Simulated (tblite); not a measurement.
Species: C7H10BBr.
Bonds: C1–C2 (double), C2–C3, C3–C4, C4–C5, C5–C6 (triple), C6–C7, C7–B8, B8–Br9. Hydrogens: H10, H11 on C1; H12 on C2; H13, H14 on C3; H15, H16 on C4; H17, H18 on C7; H19 on B8.

Computed with GFN2-xTB (tblite), gas phase: L-BFGS steps from a force-field or distance-geometry start until the largest atomic force falls under 0.01 eV/Å.

Step 16: E = -689.5766 eV
```
atom  x, y, z in Å  |  force x, y, z in eV/Å
C1     -3.8385   -0.9819    0.6852   -0.023  -0.020  -0.006
C2     -3.0844   -0.0268    0.1758   -0.001   0.007   0.017
C3     -1.6966   -0.2281   -0.3408   -0.034  -0.013  -0.008
C4     -0.7023    0.6076    0.4829   -0.052   0.001   0.009
C5      0.6539    0.4278    0.0117   -0.044  -0.011   0.019
C6      1.7574    0.2382   -0.4126   -0.022  -0.018  -0.025
C7      3.1025    0.0561   -0.9272    0.006   0.018  -0.042
B8      4.1517   -0.3798    0.1642    0.048  -0.023  -0.005
Br9     5.9068    0.2370    0.0671    0.010  -0.009   0.004
H10    -4.8226   -0.7884    1.0781   -0.007   0.002  -0.040
H11    -3.5071   -2.0078    0.7226    0.018   0.031   0.028
H12    -3.4435    0.9950    0.1388   -0.009  -0.021   0.020
H13    -1.4238   -1.2832   -0.2887    0.017  -0.016   0.022
H14    -1.6414    0.0830   -1.3875    0.008   0.032  -0.007
H15    -0.7603    0.3101    1.5337   -0.005  -0.013   0.022
H16    -0.9728    1.6652    0.4149    0.019   0.025  -0.001
H17     3.0478   -0.7395   -1.6837    0.037  -0.035  -0.019
H18     3.3908    0.9632   -1.4665    0.051   0.057  -0.026
H19     3.8725   -1.1233    1.0246   -0.016   0.007   0.039
```

Step 17: E = -689.5775 eV
```
atom  x, y, z in Å  |  force x, y, z in eV/Å
C1     -3.8405   -0.9832    0.6854   -0.017  -0.015  -0.007
C2     -3.0859   -0.0278    0.1769    0.010   0.012   0.003
C3     -1.6976   -0.2280   -0.3402   -0.025   0.000   0.007
C4     -0.7014    0.6071    0.4834   -0.073  -0.001   0.009
C5      0.6535    0.4235    0.0110   -0.019  -0.001   0.014
C6      1.7575    0.2360   -0.4132   -0.027   0.000  -0.025
C7      3.1024    0.0567   -0.9288    0.045   0.000  -0.038
B8      4.1529   -0.3809    0.1614    0.045  -0.009   0.020
Br9     5.9097    0.2356    0.0693   -0.015  -0.019  -0.006
H10    -4.8261   -0.7881    1.0743    0.004  -0.012  -0.036
H11    -3.5070   -2.0086    0.7257    0.005   0.039   0.027
H12    -3.4469    0.9935    0.1382   -0.002  -0.029   0.018
H13    -1.4227   -1.2833   -0.2880    0.002   0.009   0.007
H14    -1.6426    0.0874   -1.3864    0.004   0.007   0.015
H15    -0.7587    0.3119    1.5349   -0.010  -0.020   0.019
H16    -0.9690    1.6656    0.4149    0.018   0.016  -0.006
H17     3.0477   -0.7379   -1.6860    0.039  -0.037  -0.027
H18     3.3942    0.9637   -1.4665    0.027   0.057  -0.024
H19     3.8706   -1.1186    1.0262   -0.010   0.003   0.028
```

Step 18: E = -689.5782 eV
```
atom  x, y, z in Å  |  force x, y, z in eV/Å
C1     -3.8422   -0.9843    0.6853   -0.009  -0.004  -0.007
C2     -3.0871   -0.0286    0.1781    0.009   0.007  -0.010
C3     -1.6989   -0.2279   -0.3396   -0.008   0.011   0.020
C4     -0.7018    0.6067    0.4841   -0.052  -0.002   0.009
C5      0.6526    0.4196    0.0106    0.010   0.006   0.005
C6      1.7571    0.2342   -0.4144   -0.020   0.014  -0.028
C7      3.1030    0.0572   -0.9308    0.055  -0.011  -0.023
B8      4.1547   -0.3818    0.1596    0.017   0.002   0.029
Br9     5.9121    0.2341    0.0709   -0.026  -0.024  -0.012
H10    -4.8289   -0.7880    1.0704    0.002  -0.020  -0.027
H11    -3.5067   -2.0087    0.7288   -0.002   0.030   0.024
H12    -3.4499    0.9919    0.1382    0.001  -0.023   0.015
H13    -1.4216   -1.2832   -0.2873   -0.012   0.027  -0.005
H14    -1.6435    0.0911   -1.3853   -0.001  -0.014   0.030
H15    -0.7577    0.3130    1.5364   -0.017  -0.022   0.009
H16    -0.9658    1.6663    0.4149    0.013   0.004  -0.007
H17     3.0484   -0.7375   -1.6885    0.042  -0.022  -0.024
H18     3.3978    0.9651   -1.4668    0.001   0.036  -0.015
H19     3.8687   -1.1147    1.0279   -0.002   0.004   0.016
```

Task: Estimate the geometry and energy of step 19. (The exact step hangs on the optimiser's Hessian estimate; all steps are aligned on step 18, rigid shifts and turns removed.)

Result: E = -689.5786 eV, largest force 0.047 eV/Å
```
atom  x, y, z in Å  |  force x, y, z in eV/Å
C1     -3.8432   -0.9849    0.6850   -0.002   0.005  -0.006
C2     -3.0878   -0.0291    0.1788    0.001   0.000  -0.013
C3     -1.7000   -0.2277   -0.3388    0.006   0.016   0.023
C4     -0.7029    0.6064    0.4848   -0.007   0.000   0.008
C5      0.6520    0.4171    0.0104    0.027   0.008  -0.001
C6      1.7566    0.2332   -0.4159   -0.005   0.019  -0.031
C7      3.1041    0.0573   -0.9325    0.033  -0.010  -0.008
B8      4.1561   -0.3821    0.1591   -0.015   0.008   0.023
Br9     5.9133    0.2328    0.0717   -0.020  -0.023  -0.014
H10    -4.8306   -0.7883    1.0673   -0.008  -0.021  -0.018
H11    -3.5065   -2.0082    0.7312   -0.002   0.012   0.020
H12    -3.4517    0.9906    0.1385   -0.001  -0.008   0.010
H13    -1.4211   -1.2827   -0.2868   -0.019   0.028  -0.010
H14    -1.6440    0.0931   -1.3841   -0.005  -0.021   0.030
H15    -0.7576    0.3133    1.5375   -0.022  -0.019   0.000
H16    -0.9638    1.6669    0.4148    0.007  -0.004  -0.005
H17     3.0497   -0.7378   -1.6905    0.044  -0.003  -0.015
H18     3.4003    0.9667   -1.4672   -0.016   0.009  -0.005
H19     3.8675   -1.1123    1.0293    0.003   0.004   0.010
```

The energy changes by -0.0005 eV. The first-order estimate −F·Δx gives -0.0006 eV and the mean of the old and new forces, exact on a quadratic surface, -0.0004 eV. The step makes an angle of 62° with the force vector and moves no atom by more than 0.004 Å.

What follows is the cost of the whole relaxation. On Arm Neoverse N1, one thread, shared host with 64 logical CPUs at a one-minute load of 53, this took 1.4 s.
